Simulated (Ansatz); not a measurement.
Consider the ligand exchange at a B–N bond: `O=C=NBCl` + `OCS` → `SCOBCl` + `N=C=O`.

Computed with Ansatz on PBE0-D4/def2-TZVP structures; ΔE is electronic, products minus reactants. CBS: MP2 limit from def2 TZ/QZ plus the TZ coupled-cluster correction, frozen cores. This one scheme is used for every species. DFT in def2-TZVPP. B3LYP here is the variant with VWN-RPA as its local correlation; programs differ in this. Each species was taken in one conformer, which may not be the lowest.

```csv
level,ΔE (kJ/mol),difference from CCSD(T)/CBS
PBE0-D4,-37.1,4.1
B3LYP-D4,-39.5,1.7
ωB97X-V,-41.8,-0.6
B2PLYP,-40.1,1.1
HF/def2-TZVPP,-35.4,5.8
MP2/def2-TZVPP,-40.8,0.4
SCS-MP2/def2-TZVPP,-41.0,0.2
CCSD/def2-TZVPP,-42.2,-1.0
CCSD(T)/def2-TZVPP,-43.5,-2.3
MP2/def2-QZVPP,-39.4,1.8
CCSD(T)/CBS,-41.2,0
```

Largest T1 diagnostic among the species: 0.018.

In def2-TZVPP, CCSD(T) changes the Hartree–Fock value by −8.1 kJ/mol (the triples alone add −1.3 kJ/mol) and MP2 by −5.3 kJ/mol.
